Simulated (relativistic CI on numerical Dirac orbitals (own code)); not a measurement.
# Radial parameters of Cs VIII

These numbers are calculated, not measured: Dirac-Coulomb-Breit CI, KLI orbitals optimised for each configuration, model QED (radiative potential, 1s self-energy scaled to tabulated hydrogen-like ionisation energies), unscaled Slater integrals (own radial code, finite nucleus).

Slater integrals F^k, G^k are unscaled and averaged over j, outside the closed core [Kr]; ζ comes from projecting the Hamiltonian with its Breit term on Σ l·s of the shell.

- 4d10 5s 5p: G^1(5s,5p) = 81661, ζ(5p) = 13742 cm⁻¹; <r>(5s) = 1.554, <r^2>(5s) = 2.689, <r>(5p) = 1.717, <r^2>(5p) = 3.288 (bohr units).
- 4d10 5p2: F^2(5p,5p) = 62623, ζ(5p) = 13625 cm⁻¹; <r>(5p) = 1.718, <r^2>(5p) = 3.292 (bohr units).
- 4d10 5s 5d: G^2(5s,5d) = 43578, ζ(5d) = 1262.4 cm⁻¹; <r>(5s) = 1.549, <r^2>(5s) = 2.676, <r>(5d) = 2.079, <r^2>(5d) = 4.839 (bohr units).

Averages of the first 10 configurations, taken without configuration mixing, which lowers the lowest level and can move excited configurations by several eV; other configurations of the list can lie among them:

| Configuration | Parity | States | Average energy above the lowest level (eV) |
| --- | --- | --- | --- |
| 4d10 5s2 | even | 1 | 1.0 |
| 4d10 5s 5p | odd | 12 | 16.0 |
| 4d10 5p2 | even | 15 | 34.0 |
| 4d10 5s 5d | even | 20 | 40.6 |
| 4d10 4f2 | even | 91 | 66.1 |
| 4d10 5s 4f | odd | 28 | 32.6 |
| 4d10 5d2 | even | 45 | 82.0 |
| 4d10 4f 5p | even | 84 | 49.1 |
| 4d10 5s 5f | odd | 28 | 64.4 |
| 4d10 5p 5d | odd | 60 | 57.5 |
